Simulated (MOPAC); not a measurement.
Input file for MOPAC: PM3 on CH8Ge (a complex), monomers drawn apart or pushed together.

```
PM3 1SCF PRECISE CHARGE=0 THREADS=1
CH8Ge

C     -0.00182097 1     0.15339265 1     0.24147664 1
H     -0.92165666 1    -0.32997903 1     0.56776803 1
H      0.85327762 1    -0.44232511 1     0.55804959 1
H     -0.00231193 1     0.23943448 1    -0.84429439 1
H      0.06360676 1     1.14630159 1     0.68426268 1
Ge     0.00232605 1    -0.19928200 1     4.62979666 1
H      0.95732341 1    -1.23712089 1     4.02315908 1
H      0.46059043 1     1.21206184 1     4.23580352 1
H      0.01132132 1    -0.33020017 1     6.16067632 1
H     -1.41999569 1    -0.44220536 1     4.10521763 1
```

It printed:

```
*******************************************************************************
 **                                                                           **
 **                              MOPAC v23.2.5                                **
 **                                                                           **
 *******************************************************************************
 ** MOPAC's Digital Object Identifier: https://doi.org/10.5281/zenodo.6511958 **
 **                                                                           **
 ** Please cite the open-source release paper for use of this MOPAC version:  **
 ** J. E. Moussa and J. J. P. Stewart (2026)                                  **
 ** MOPAC: An open-source semiempirical molecular orbital program             **
 ** J. Open Source Softw., 11(119), 8025, https://doi.org/10.21105/joss.08025 **
 *******************************************************************************

                              PM3 CALCULATION RESULTS

 *******************************************************************************
 *  PM3        - The PM3 Hamiltonian to be used
 *
 *
 *
 *                 CHARGE ON SYSTEM = 0
 *
 *
 *
 *  PRECISE    - TIGHTER CRITERIA TO BE USED
 *  1SCF       - DO 1 SCF AND THEN STOP
 *  THREADS=1  - MULTI-THREADING NOT USED
 *  T=         - A TIME OF 172800.0 SECONDS REQUESTED
 *  DUMP=N     - RESTART FILE WRITTEN EVERY 7200.0 SECONDS REQUESTED
 *******************************************************************************
PM3 1SCF PRECISE CHARGE=0 THREADS=1
 CH8Ge

   ATOM   CHEMICAL          X               Y               Z
  NUMBER   SYMBOL      (ANGSTROMS)     (ANGSTROMS)     (ANGSTROMS)

     1       C         -0.00182097  *   0.15339265  *   0.24147664  *
     2       H         -0.92165666  *  -0.32997903  *   0.56776803  *
     3       H          0.85327762  *  -0.44232511  *   0.55804959  *
     4       H         -0.00231193  *   0.23943448  *  -0.84429439  *
     5       H          0.06360676  *   1.14630159  *   0.68426268  *
     6      Ge          0.00232605  *  -0.19928200  *   4.62979666  *
     7       H          0.95732341  *  -1.23712089  *   4.02315908  *
     8       H          0.46059043  *   1.21206184  *   4.23580352  *
     9       H          0.01132132  *  -0.33020017  *   6.16067632  *
    10       H         -1.41999569  *  -0.44220536  *   4.10521763  *



          CARTESIAN COORDINATES

    NO.       ATOM           X           Y           Z

     1         C         -0.0018      0.1534      0.2415
     2         H         -0.9217     -0.3300      0.5678
     3         H          0.8533     -0.4423      0.5580
     4         H         -0.0023      0.2394     -0.8443
     5         H          0.0636      1.1463      0.6843
     6        Ge          0.0023     -0.1993      4.6298
     7         H          0.9573     -1.2371      4.0232
     8         H          0.4606      1.2121      4.2358
     9         H          0.0113     -0.3302      6.1607
    10         H         -1.4200     -0.4422      4.1052

  H: (PM3): J. J. P. STEWART, J. COMP. CHEM. 10, 209 (1989).
  C: (PM3): J. J. P. STEWART, J. COMP. CHEM. 10, 209 (1989).
 Ge: (PM3): J. J. P. STEWART, J. COMP. CHEM. 12, 320-341 (1991).

           Empirical Formula: C H8 Ge  =    10 atoms



      MOLECULAR POINT GROUP   :   C3


      RHF CALCULATION, NO. OF DOUBLY OCCUPIED LEVELS = 8


 -------------------------------------------------------------------------------
 PM3 1SCF PRECISE CHARGE=0 THREADS=1
 CH8Ge



     1SCF WAS SPECIFIED, SO BFGS WAS NOT USED
     SCF FIELD WAS ACHIEVED


                              PM3 CALCULATION
                                                       MOPAC v23.2.5 Linux




          FINAL HEAT OF FORMATION =         19.92206 KCAL/MOL =      83.35388 KJ/MOL


          COSMO AREA              =        127.09 SQUARE ANGSTROMS
          COSMO VOLUME            =        111.28 CUBIC ANGSTROMS

          IONIZATION POTENTIAL    =         12.261370 EV
          HOMO LUMO ENERGIES (EV) =        -12.261  0.429
          NO. OF FILLED LEVELS    =          8
          MOLECULAR WEIGHT        =         92.6642         POINT GROUP:  C3

          MOLECULAR DIMENSIONS (Angstroms)

            Atom       Atom       Distance
            H     9    H     4     7.02811
            H     8    H     7     2.50805
            H     3    H    10     2.17799


          SCF CALCULATIONS        =          1





   ATOM   CHEMICAL          X               Y               Z
  NUMBER   SYMBOL      (ANGSTROMS)     (ANGSTROMS)     (ANGSTROMS)

     1       C         -0.00182097  *   0.15339265  *   0.24147664  *
     2       H         -0.92165666  *  -0.32997903  *   0.56776803  *
     3       H          0.85327762  *  -0.44232511  *   0.55804959  *
     4       H         -0.00231193  *   0.23943448  *  -0.84429439  *
     5       H          0.06360676  *   1.14630159  *   0.68426268  *
     6      Ge          0.00232605  *  -0.19928200  *   4.62979666  *
     7       H          0.95732341  *  -1.23712089  *   4.02315908  *
     8       H          0.46059043  *   1.21206184  *   4.23580352  *
     9       H          0.01132132  *  -0.33020017  *   6.16067632  *
    10       H         -1.41999569  *  -0.44220536  *   4.10521763  *

                             CARTESIAN COORDINATES

   1    C       -0.001820970     0.153392650     0.241476640
   2    H       -0.921656660    -0.329979030     0.567768030
   3    H        0.853277620    -0.442325110     0.558049590
   4    H       -0.002311930     0.239434480    -0.844294390
   5    H        0.063606760     1.146301590     0.684262680
   6   Ge        0.002326050    -0.199282000     4.629796660
   7    H        0.957323410    -1.237120890     4.023159080
   8    H        0.460590430     1.212061840     4.235803520
   9    H        0.011321320    -0.330200170     6.160676320
  10    H       -1.419995690    -0.442205360     4.105217630


           Empirical Formula: C H8 Ge  =    10 atoms



      MOLECULAR POINT GROUP   :   C3


                  EIGENVALUES
 -29.81515 -16.04858 -13.60966 -13.60142 -13.60044 -12.28266 -12.28249 -12.26137
   0.42933   0.43417   0.43426   3.66497   4.27324   4.61857   4.62349   4.62398


              NET ATOMIC CHARGES AND DIPOLE CONTRIBUTIONS

  ATOM NO.   TYPE          CHARGE      No. of ELECS.   s-Pop       p-Pop
    1          C          -0.113716        4.1137     1.11256     3.00116
    2          H           0.028770        0.9712     0.97123
    3          H           0.028771        0.9712     0.97123
    4          H           0.027148        0.9729     0.97285
    5          H           0.028767        0.9712     0.97123
    6         Ge           0.275339        3.7247     0.64745     3.07721
    7          H          -0.068855        1.0689     1.06886
    8          H          -0.068854        1.0689     1.06885
    9          H          -0.068518        1.0685     1.06852
   10          H          -0.068851        1.0689     1.06885
 DIPOLE           X         Y         Z       TOTAL
 POINT-CHG.     0.000    -0.001     0.015     0.015
 HYBRID         0.000     0.000    -0.001     0.001
 SUM            0.000    -0.001     0.013     0.013


          ATOMIC ORBITAL ELECTRON POPULATIONS

     Atom    s        px        py        pz
    1  C   1.11256   1.00095   1.00091   0.99930
    2  H   0.97123
    3  H   0.97123
    4  H   0.97285
    5  H   0.97123
    6 Ge   0.64745   1.02561   1.02560   1.02600
    7  H   1.06886
    8  H   1.06885
    9  H   1.06852
   10  H   1.06885

 **********************
 *                    *
 * JOB ENDED NORMALLY *
 *                    *
 **********************




 == MOPAC DONE ==
```

The run finished.

Cost: roughly 0.020 core-seconds.
